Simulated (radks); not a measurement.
Effect of the nuclear size on the copper ion Cu+, [Ar] 3d10. Method: Dirac Kohn-Sham, relativistic LDA (MacDonald-Vosko exchange, VWN5 correlation), spin-unpolarised, spherical densities, finite nucleus; Fermi nuclear charge, rms radius 3.8823 fm; computed with a radial shooting solver on a logarithmic mesh with Libxc functionals. The rms radius is varied about that value; shifts are against it.

\begin{tabular}{lrrrrr}
rms radius (fm) & total energy shift (eV) & density at nucleus (e/bohr^3) & 1s1/2 shift (meV) & 2s1/2 shift (meV) & 3s1/2 shift (meV) \\ \hline
3.397 & -0.0455 & 2.213e+04 & -19.3 & -1.83 & -0.277 \\
3.6377 & -0.0236 & 2.205e+04 & -10.0 & -0.951 & -0.144 \\
3.8823 & 0 & 2.197e+04 & 0.000 & 0.000 & 0.000 \\
4.1346 & 0.0259 & 2.19e+04 & 11.0 & 1.04 & 0.158 \\
4.5656 & 0.0737 & 2.179e+04 & 31.3 & 2.97 & 0.448 \\
\end{tabular}

Slopes of the eigenvalues against <r^2> in GHz/fm^2, as finite differences over the two radii next to the reference (eigenvalue slopes, not the field-shift constants of lines): 1s1/2 1320, 2s1/2 125, 3s1/2 18.9.
